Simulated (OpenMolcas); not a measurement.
Computed levels of 2s2 2p in ions with 5 electrons, in cm-1 above 2P* 1/2.

```yaml
Program: OpenMolcas 26.06
Method: SS-RASPT2, IPEA 0.25 Eh, imaginary shift 0.1 Eh
Basis: ANO-RCC-VTZP
Scalar_Hamiltonian: DKH2, point nucleus
Spin-orbit_coupling: RASSI with atomic mean-field integrals over the reference wave functions, term energies averaged over their components
```

Active space for each ion: 3 electrons in 9 orbitals (RAS2 2s 2p; RAS3 3d, at most 2 electrons); closed shells correlated by CASPT2: 1s.

```
  Level  N2+  F4+  Ne5+
2P* 3/2  156  700  1232
```

Q: Estimate 2P* 3/2 for O3+ from its neighbours N2+ and F4+.

A: 2P* 3/2 is fine structure, which grows about as the fourth power of a screened charge, so the fourth roots are averaged: ((156^0.25 + 700^0.25) / 2)^4 = 354. The calculation gives 358, so the estimate is off by -1.1 %; the measured value is 386 (Moore, Selected Tables of Atomic Spectra, NSRDS-NBS 3, section 10).

Active for correlation alone: 3d; no level in the range computed is led by a configuration that fills it, so any true level of that kind is missing. Computed and measured levels are paired by configuration, term and J; levels that our copy of the source lacks, or whose pairing is in doubt (as where it misses far off the trend of its configuration), stay unpaired and out of the deviations. Levels of configurations outside the active space are missing.

* marks odd parity.
